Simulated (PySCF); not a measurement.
Run record: geometry optimisation, `C#[C][In-]([C]#C)([C]#C)[C]#C` ([In(CCH)4]-).

Computed with PBE0-D3(BJ)/def2-SVP geometry optimisation, gas phase, def2 core potentials past Kr (PySCF 2.14.0). Start geometry: GFN2-xTB. The command runs a driver script over a list of jobs; the input below is this job's line of settings and its coordinates in Å.

Command:
```bash
OMP_NUM_THREADS=1 python probes_run.py task.json out
```

Input:
```
{"job": {"xc": "PBE0", "basis": "def2-SVP", "d3": "d3bj", "grid": 1, "maxiter": 40, "shake": 0.03, "kind": "geom"}, "charge": -1, "multiplicity": 1}
In     0.066040    -0.079640     0.007230
C     -0.012980    -0.018130     2.140750
C     -0.056770    -0.008080     3.327240
H      0.095130     0.003830     4.401570
C      2.026610    -0.017190    -0.751940
C      3.163860     0.022520    -1.119000
H      4.205900     0.008930    -1.455120
C     -0.967000     1.769730    -0.737510
C     -1.592440     2.751640    -1.065340
H     -2.095410     3.592620    -1.445260
C     -1.041450    -1.767540    -0.694380
C     -1.577250    -2.737460    -1.094140
H     -2.183600    -3.573340    -1.491910
```

Output:
```
step   0  E = -496.55296447  max force = 0.097841
step   1  E = -496.56638582  max force = 0.007310
step   2  E = -496.56709306  max force = 0.004380
step   3  E = -496.56749225  max force = 0.001283
step   4  E = -496.56752338  max force = 0.000873
step   5  E = -496.56757542  max force = 0.000990
step   6  E = -496.56758292  max force = 0.000542
step   7  E = -496.56758537  max force = 0.000164
optimisation converged
```

Energies in Eh; «max force» is the largest Cartesian gradient component in Eh/bohr.

**Question.** How much energy does the optimisation release, in kcal/mol?

**Answer.** E(step 0) − E(last step) = 0.014621 Eh, which is 9.2 kcal/mol.

**Question.** Give the first gradient maximum in eV/Å.

**Answer.** With 1 Eh/bohr = 51.422 eV/Å, 5.031 eV/Å.

Summary of the converged run: final energy -496.56759 Eh after 7 steps.

**Question.** How long does this job take on an Arm Neoverse N1 with one thread, shared host with 64 logical CPUs at a one-minute load of 58? And the peak memory of the process?

**Answer.** About 3.1 min, with 0.61 GiB resident at the peak, the Python interpreter and its libraries included.
Labels such as C1 count atoms from 1, the log's own numbers from 0.
